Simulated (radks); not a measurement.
Isoelectronic series with 20 electrons, all held in the configuration [Ar] 4s2, which need not be the ground one along the series. All-electron calculation, scalar-relativistic Kohn-Sham, PBE, spin-polarised, spherical densities, point nucleus. Program: a radial shooting solver on a logarithmic mesh with Libxc functionals. Total energies (hartree) and mean radii <r> (bohr):

| ion | E (hartree) | 4s | 3p | 3s |
|---|---|---|---|---|
| Ca | -680.32517 | 4.020 | 1.271 | 1.156 |
| Ti2+ | -852.35872 | 2.669 | 1.039 | 0.9808 |
| Cr4+ | -1045.13869 | 2.086 | 0.8814 | 0.8516 |
| Fe6+ | -1258.71521 | 1.735 | 0.7670 | 0.7524 |
| Ni8+ | -1493.18584 | 1.492 | 0.6796 | 0.6740 |
| Zn10+ | -1748.67442 | 1.313 | 0.6104 | 0.6103 |
| Ge12+ | -2025.32469 | 1.173 | 0.5541 | 0.5575 |
| Se14+ | -2323.29788 | 1.062 | 0.5075 | 0.5130 |
| Kr16+ | -2642.77174 | 0.9696 | 0.4680 | 0.4750 |
| Sr18+ | -2983.94027 | 0.8925 | 0.4343 | 0.4421 |
| Zr20+ | -3347.01395 | 0.8267 | 0.4051 | 0.4133 |
| Mo22+ | -3732.22007 | 0.7699 | 0.3795 | 0.3879 |
| Ru24+ | -4139.80337 | 0.7204 | 0.3569 | 0.3653 |
| Pd26+ | -4570.02673 | 0.6767 | 0.3368 | 0.3451 |
| Cd28+ | -5023.17210 | 0.6378 | 0.3187 | 0.3269 |
| Sn30+ | -5499.54143 | 0.6031 | 0.3025 | 0.3104 |
| Te32+ | -5999.45783 | 0.5717 | 0.2878 | 0.2953 |
| Xe34+ | -6523.26683 | 0.5434 | 0.2744 | 0.2816 |
| Ba36+ | -7071.3378 | 0.5175 | 0.2621 | 0.2689 |
| Ce38+ | -7644.0657 | 0.4938 | 0.2509 | 0.2572 |
